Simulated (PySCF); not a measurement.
Compound: C₃H₇F₂Si (doublet state).
Z-matrix (Å and degrees, GFN2-xTB geometry), rows numbered from 1:
```
C 
C   1  1.5177
F   2  1.3919  1  108.19
C   2  1.5249  1  113.74  3  -119.96
Si  4  1.8976  2  112.95  1   -75.07
F   5  1.6298  4  107.95  2    63.00
H   1  1.0876  2  109.86  3    64.21
H   1  1.0874  2  109.86  3   -55.15
H   1  1.0847  2  110.35  3  -175.48
H   2  1.0984  1  110.93  3   114.30
H   4  1.0919  2  108.70  1    49.08
H   4  1.0913  2  107.72  1   164.34
H   5  1.4531  4  116.81  2   -51.20
```

The hyperfine couplings belong to this conformer and change with its torsions.

As a line formula: `C([C@@H](F)C)[SiH]F` [radical].

Method used: UKS B3LYP, pcH-1 on C F H Si, non-relativistic, mean-field spin-orbit, GIAO in PySCF 2.14.0. Geometry: GFN2-xTB, one conformer, isolated molecule. A GFN2-xTB geometry isn't a minimum of the functional, and hyperfine couplings can be far from their values at a DFT geometry, by a factor of two or more for some ions and for spin on atoms past the first row. The SCF solution wasn't tested for stability.

Principal values of hyperfine tensors in MHz (contact, dipolar and spin–orbit terms together), for some of the nuclei:

| atom | isotope | A1 | A2 | A3 |
| --- | --- | --- | --- | --- |
| Si5 | 29Si | -782.04 | -538.56 | -537.56 |
| F6 | 19F | 2.56 | 5.21 | 390.74 |
| C4 | 13C | 39.46 | 39.77 | 58.87 |
| C2 | 13C | 41.45 | 41.84 | 48.59 |
| F3 | 19F | 13.88 | 16.78 | 89.83 |
| H12 | 1H | -8.83 | -6.00 | 3.81 |
| H11 | 1H | -6.93 | -4.29 | 5.85 |
| H7 | 1H | -0.71 | -0.37 | 2.42 |

**Question.** Give the isotropic coupling of each nucleus in MHz and in mT (g = 2.0025), and the anisotropic part.

**Answer.** a_iso = (A1 + A2 + A3)/3, Ti = Ai − a_iso; 1 mT corresponds to 28.027 MHz. The tensors hold a spin–orbit part: the run splits a_iso into a_FC + a_SO, and T includes its anisotropic share.

```json
{"atom": "Si5", "a_iso (MHz)": "-619.38", "a_FC": "-620.41", "a_SO": "1.02", "a_iso (mT)": "-22.099", "T1": "-162.65", "T2": "80.82", "T3": "81.83"}
{"atom": "F6", "a_iso (MHz)": "132.84", "a_FC": "131.12", "a_SO": "1.72", "a_iso (mT)": "4.739", "T1": "-130.27", "T2": "-127.63", "T3": "257.90"}
{"atom": "C4", "a_iso (MHz)": "46.03", "a_FC": "46.02", "a_SO": "0.01", "a_iso (mT)": "1.643", "T1": "-6.57", "T2": "-6.26", "T3": "12.83"}
{"atom": "C2", "a_iso (MHz)": "43.96", "a_FC": "43.96", "a_SO": "0.00", "a_iso (mT)": "1.568", "T1": "-2.51", "T2": "-2.12", "T3": "4.63"}
{"atom": "F3", "a_iso (MHz)": "40.16", "a_FC": "39.99", "a_SO": "0.17", "a_iso (mT)": "1.433", "T1": "-26.28", "T2": "-23.38", "T3": "49.67"}
{"atom": "H12", "a_iso (MHz)": "-3.68", "a_FC": "-3.68", "a_SO": "0.00", "a_iso (mT)": "-0.131", "T1": "-5.16", "T2": "-2.33", "T3": "7.48"}
{"atom": "H11", "a_iso (MHz)": "-1.79", "a_FC": "-1.79", "a_SO": "0.00", "a_iso (mT)": "-0.064", "T1": "-5.14", "T2": "-2.50", "T3": "7.64"}
{"atom": "H7", "a_iso (MHz)": "0.45", "a_FC": "0.45", "a_SO": "0.00", "a_iso (mT)": "0.016", "T1": "-1.16", "T2": "-0.82", "T3": "1.97"}
```

**Question.** What spin density at the nucleus of C4 lies behind its contact coupling (g_N = 1.40482)?

**Answer.** a_FC = 800.24 MHz bohr³ × g_N × ρ(0)/(2S). With a_FC = 46.02 MHz and 2S = 1, ρ(0) = 0.04094 bohr⁻³.

**Question.** H13 (1H, g_N = 5.58569) isn't in the table. Its spin density at the nucleus is 0.02614 bohr⁻³. What is its contact coupling?

**Answer.** By the same relation, a_FC = 116.9 MHz. Its full tensor has the principal values 108.53, 117.20, 124.85 MHz.

**Question.** Name the largest traceless tensor T of the table and describe it.

**Answer.** F6: -130.3, -127.6, 257.9 MHz (the dipolar term alone has -131.7, -128.0, 259.8), axial, in the ratio −1:−1:+2.

**Question.** In a single crystal, with the field along each principal axis of the tensor of F6 in turn, what first-order splitting does this nucleus give (isotropic g, quadrupole terms neglected)?

**Answer.** 2 lines (I = 1/2), spaced by |A_i|/(g × 13.996): 0.09, 0.19, 13.94 mT along the axes of A1, A2 and A3.

On Arm Neoverse V1, one thread, shared host with 32 logical CPUs at a one-minute load of 28, this took 54 s wall (grids of density and orbitals included) and 0.89 GiB of memory at its peak.
